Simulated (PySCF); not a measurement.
Isomers of C4H6O3S.

All values: PBE0/pcSseg-1 (PySCF) at GFN2-xTB geometries, gas phase, one conformer each.

**Question.** Rank by the highest IAO charge on any atom, highest value first.
A. `[CH2:1]=[CH:2][C:3](=[CH2:4])[S:5](=[O:6])(=[O:7])[OH:8]` with C1–C2–C3–C4 -179°, C2–C3–S5–O6 -175°, C3–S5–O8–H -110°
B. `[O:1]=[S:2](=[O:3])([OH:4])[C:5]1=[CH:6][CH2:7][CH2:8]1` with O1–S2–O4–H 0°, O1–S2–C5–C6 152°
C. `[CH2:1]=[C:2]([C:3](=[O:4])[OH:5])[S@:6]([CH3:7])=[O:8]` with C1–C2–C3–O4 -9°, C2–C3–O5–H -178°, C1–C2–S6–C7 106°

**Answer.** B (+2.173 e), A (+2.150 e), C (+1.125 e).

**Question.** Rank by HOMO energy, highest first.
A. `[CH2:1]=[C:2]([C:3](=[O:4])[OH:5])[S@:6]([CH3:7])=[O:8]` with C1–C2–C3–O4 -9°, C2–C3–O5–H -178°, C1–C2–S6–C7 106°
B. `[O:1]=[S:2](=[O:3])([OH:4])[C:5]1=[CH:6][CH2:7][CH2:8]1` with O1–S2–O4–H 0°, O1–S2–C5–C6 152°
C. `[CH2:1]=[CH:2][C:3](=[CH2:4])[S:5](=[O:6])(=[O:7])[OH:8]` with C1–C2–C3–C4 -179°, C2–C3–S5–O6 -175°, C3–S5–O8–H -110°
D. `[O:1]=[S:2](=[O:3])([OH:4])[CH:5]=[C:6]1[CH2:7][CH2:8]1` with O1–S2–O4–H 0°, O1–S2–C5–C6 -15°
E. `[O:1]=[S:2](=[O:3])([OH:4])[C@@H:5]1[CH:6]=[CH:7][CH2:8]1` with O1–S2–O4–H 5°, O1–S2–C5–C6 -88°

**Answer.** A (-6.97 eV), C (-7.64 eV), E (-7.98 eV), B (-8.25 eV), D (-8.51 eV).

**Question.** Rank by LUMO energy, lowest first.
A. `[O:1]=[S:2](=[O:3])([OH:4])[C@@H:5]1[CH:6]=[CH:7][CH2:8]1` with O1–S2–O4–H 5°, O1–S2–C5–C6 -88°
B. `[CH2:1]=[C:2]([C:3](=[O:4])[OH:5])[S@:6]([CH3:7])=[O:8]` with C1–C2–C3–O4 -9°, C2–C3–O5–H -178°, C1–C2–S6–C7 106°
C. `[CH2:1]=[CH:2][C:3](=[CH2:4])[S:5](=[O:6])(=[O:7])[OH:8]` with C1–C2–C3–C4 -179°, C2–C3–S5–O6 -175°, C3–S5–O8–H -110°
D. `[O:1]=[S:2](=[O:3])([OH:4])[C:5]1=[CH:6][CH2:7][CH2:8]1` with O1–S2–O4–H 0°, O1–S2–C5–C6 152°
E. `[CH:1]#[C:2][CH2:3][S:4](=[O:5])(=[O:6])[O:7][CH3:8]` with C2–C3–S4–O5 159°, C3–S4–O7–C8 78°

**Answer.** B (-1.94 eV), C (-1.70 eV), D (-1.10 eV), A (-0.47 eV), E (-0.01 eV).

All values together:

```
                SMILES  μ (D)  HOMO (eV)  LUMO (eV)  lowest IAO charge (e)  highest IAO charge (e)  lowest Hirshfeld charge (e)  highest Hirshfeld charge (e)
    C=CC(=C)S(=O)(=O)O   3.89      -7.64      -1.70             -0.877 (O)              +2.150 (S)                   -0.303 (O)                    +0.563 (S)
  C=C(C(=O)O)[S@](C)=O   2.73      -6.97      -1.94             -0.902 (O)              +1.125 (S)                   -0.352 (O)                    +0.341 (S)
     O=S(=O)(O)C=C1CC1   4.78      -8.51      -1.16             -0.884 (O)              +2.164 (S)                   -0.310 (O)                    +0.552 (S)
       C#CCS(=O)(=O)OC   4.44      -8.29      -0.01             -0.875 (O)              +2.162 (S)                   -0.300 (O)                    +0.560 (S)
     O=S(=O)(O)C1=CCC1   4.41      -8.25      -1.10             -0.879 (O)              +2.173 (S)                   -0.317 (O)                    +0.549 (S)
O=S(=O)(O)[C@@H]1C=CC1   3.61      -7.98      -0.47             -0.882 (O)              +2.143 (S)                   -0.326 (O)                    +0.554 (S)
```

Conformers: `[CH2:1]=[CH:2][C:3](=[CH2:4])[S:5](=[O:6])(=[O:7])[OH:8]` with C1–C2–C3–C4 -179°, C2–C3–S5–O6 -175°, C3–S5–O8–H -110°; `[CH2:1]=[C:2]([C:3](=[O:4])[OH:5])[S@:6]([CH3:7])=[O:8]` with C1–C2–C3–O4 -9°, C2–C3–O5–H -178°, C1–C2–S6–C7 106°; `[O:1]=[S:2](=[O:3])([OH:4])[CH:5]=[C:6]1[CH2:7][CH2:8]1` with O1–S2–O4–H 0°, O1–S2–C5–C6 -15°; `[CH:1]#[C:2][CH2:3][S:4](=[O:5])(=[O:6])[O:7][CH3:8]` with C2–C3–S4–O5 159°, C3–S4–O7–C8 78°; `[O:1]=[S:2](=[O:3])([OH:4])[C:5]1=[CH:6][CH2:7][CH2:8]1` with O1–S2–O4–H 0°, O1–S2–C5–C6 152°; `[O:1]=[S:2](=[O:3])([OH:4])[C@@H:5]1[CH:6]=[CH:7][CH2:8]1` with O1–S2–O4–H 5°, O1–S2–C5–C6 -88°.
